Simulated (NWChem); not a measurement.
C4H3FO; SMILES Fc1ccco1

```xyz
9

F     -0.0288    -1.9726     0.0000
C      0.0879    -0.6724     0.0000
C      1.1739     0.1426     0.0000
C      0.6197     1.4665     0.0000
C     -0.7322     1.3221     0.0000
O     -1.0588     0.0001     0.0000
H      2.2169    -0.1608     0.0000
H      1.1685     2.4059     0.0000
H     -1.5661     2.0175     0.0000
```
Atoms are numbered in this order, from 1.

Results from NWChem. Pople sets run with spherical d functions. Structure relaxed at the PBE0/def2-SVP level. GIAO values for the isolated, static molecule; σ is the absolute isotropic shielding, δ = σ(reference) − σ with the isolated reference molecule computed at the same levels (13C: tetramethylsilane, 19F: trichlorofluoromethane, 1H: tetramethylsilane, 17O: water).

| level | δ F1 (ppm) | δ C2 (ppm) | δ C3 (ppm) | δ C4 (ppm) | δ O6 (ppm) | δ H8 (ppm) | δ H9 (ppm) |
|---|---|---|---|---|---|---|---|
| B3LYP/6-311G** | -129.8 | 164.1 | 85.5 | 116.6 | 291.8 | 6.31 | 6.76 |
| PBE/pcSseg-1 | -135.2 | 163.7 | 84.2 | 115.0 | 294.0 | 6.32 | 6.69 |
| PBE0/pcSseg-1 | -117.8 | 164.8 | 86.1 | 117.5 | 287.0 | 6.46 | 6.83 |
